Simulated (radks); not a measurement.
Kinetic energies: the exact non-interacting value of the Kohn-Sham orbitals and orbital-free approximations, as 100 (|E| - |E exact|)/|E exact|, negative where the magnitude is too small. Species: Al2+ [Ne] 3s1; Be2+ [He]; Eu2+ [Xe] 4f7; Ar3+ [Ne] 3s2 3p3. Method: non-relativistic Kohn-Sham, exchange-only PBE, spin-polarised, spherical densities, point nucleus; computed with a radial shooting solver on a logarithmic mesh with Libxc functionals. Every spin shell is full or empty, so the densities are truly spherical. Functionals are evaluated on that one density, not self-consistently.

\begin{tabular}{lrrrr}
functional & Al2+ & Be2+ & Eu2+ & Ar3+ \\ \hline
exact (hartree) & 240.932 & 13.5740 & 10422.4 & 523.695 \\
Thomas-Fermi & -7.72 & -9.49 & -5.02 & -7.10 \\
von Weizsacker & -34.99 & 0.00 & -61.50 & -40.97 \\
TF + vW & +57.29 & +90.51 & +33.48 & +51.93 \\
TF + vW/9 & -0.50 & +1.63 & -0.74 & -0.54 \\
TF + vW/5 & +5.28 & +10.51 & +2.68 & +4.70 \\
APBEK & +0.27 & +1.10 & +0.03 & +0.28 \\
revAPBEK & +0.68 & +1.98 & +0.19 & +0.62 \\
Perdew 92 & -0.49 & +1.65 & -0.73 & -0.53 \\
Thakkar & 0.00 & +1.46 & -0.73 & -0.09 \\
Pearson & -1.84 & -3.31 & -0.93 & -1.47 \\
LKT & +33.40 & +61.06 & +17.48 & +29.55 \\
PG1 & +27.27 & +53.57 & +13.66 & +23.87 \\
DePristo-Kress & +0.03 & +1.61 & -0.20 & +0.07 \\
Ernzerhof & +0.27 & +5.23 & -0.50 & +0.05 \\
\end{tabular}
